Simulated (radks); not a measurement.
Results of a calculation; reference values are marked as such.
Species: Br-. Configuration: [Kr]. Code: a radial shooting solver on a logarithmic mesh with Libxc functionals. Model: scalar-relativistic Kohn-Sham, PBEsol, spin-polarised, spherical densities, finite nucleus; Fermi nuclear charge, rms radius 4.1629 fm; Watson sphere of charge +1 and radius 4.78 bohr.

Local quantities along the radius. ELF = 1/(1 + alpha^2) is the electron localisation function; alpha = (tau - tau_W)/tau_unif compares the Pauli kinetic energy density with that of the uniform gas (summed over spins). tau is taken from the large components.

```
   r/bohr * ELF (the largest magnitude, 1, reaches the edge; | marks zero)
 0.002492 |                                                      *
 0.003271 |                                                      *
 0.004293 |                                                      *
 0.005635 |                                                      *
 0.007456 |                                                      *
 0.009787 |                                                      *
  0.01285 |                                                      *
    0.017 |                                                      *
  0.02231 |                                                     *
  0.02929 |                                                   *
  0.03844 |                                          *
  0.05086 |                        *
  0.06676 |               *
  0.08763 |                        *
   0.1159 |                                       *
   0.1522 |                                          *
   0.1998 |                              *
   0.2622 |             *
   0.3469 |                       *
   0.4554 |                                        *
   0.5977 |                                         *
   0.7908 |                           *
    1.038 |          *
    1.363 |                      *
    1.788 |                                          *
    2.366 |                                           *
    3.106 |                                  *
    4.077 |                   *
    5.394 |     *
     7.08 |*
```

On this mesh the ELF has minima near r = 0.067, 0.26, 1.0 bohr, which separate the shells, and maxima near 0.0016 (1.00), 0.15 (0.78), 0.52 (0.78), 2.1 (0.82).
